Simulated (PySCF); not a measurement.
Compound: C6H10N (doublet state).
Cartesian coordinates in Å at the GFN2-xTB level; atoms count from 1:
```
atom  x, y, z in Å
C1     2.0104    0.6574    0.0468
C2     0.8706   -0.2379    0.3086
C3     0.5273   -1.5535   -0.3279
C4    -0.9187   -1.1762   -0.1399
N5    -1.9556   -1.7104   -0.5843
C6    -0.5600    0.0972    0.6260
C7    -1.1307    1.4090    0.0885
H8     2.0411    1.4627    0.7797
H9     1.9494    1.1201   -0.9482
H10    2.9475    0.1021    0.0858
H11    0.8301   -2.4456    0.2284
H12    0.8324   -1.7007   -1.3687
H13   -2.8244   -1.2262   -0.3640
H14   -0.8102    0.0144    1.6928
H15   -0.8962    1.5158   -0.9685
H16   -2.2126    1.4301    0.2078
H17   -0.7073    2.2538    0.6270
```

As a line formula: `[H]/N=C1/C[C](C)[C@H]1C` [radical].

The calculation used UKS B3LYP, pcH-1 on C H N, non-relativistic, mean-field spin-orbit, GIAO in PySCF. Isolated species at its GFN2-xTB geometry, gas phase. The geometry wasn't refined by DFT: couplings that depend on bond lengths, twists or pyramidal angles can differ widely from those at the functional's own minimum. The SCF solution wasn't tested for stability.

The Mulliken spin populations are largest on C2 (+0.96), C3 (-0.08), C1 (-0.07) and C6 (-0.07). C2 is the only atom above +0.15. The angles at C2 add up to 352.9°, so it is slightly pyramidal.

Q: How do the β-proton couplings of this frozen conformer go with θ, the angle between the C–H bond and the normal to the plane of the spin centre's three neighbours, both seen down the bond from centre to carbon?

A: 
```csv
β H,on,centre,θ (°),cos²θ,a (G)
H8,C1,C2,63,0.20,+10.02
H9,C1,C2,3,1.00,+51.31
H10,C1,C2,58,0.29,+14.64
H11,C3,C2,11,0.96,+41.04
H12,C3,C2,41,0.57,+30.59
H14,C6,C2,8,0.98,+39.88
```

Fitting the Heller–McConnell form a = ρ(B0 + B2 cos²θ), with Mulliken ρ = 0.96, gives B0 = 2.8 G and B2 = 44.6 G, with a largest miss of 6.0 G.

Q: What would the freely rotating methyl group on C1 show?

A: Three equal couplings, a 1:3:3:1 quartet. The mean of the three values of this geometry estimates the splitting: 25.3 G, or 71.0 MHz (three bonds 120° apart have a mean cos²θ of 1/2 at any torsion).

Couplings in gauss use g_iso = 2.0026.

The run took 70 s of wall time (with the writing of density and orbital grids) on one thread, Arm Neoverse V2 (aarch64), no GPU, on a shared host, and the process peaked at 1.1 GiB of memory.
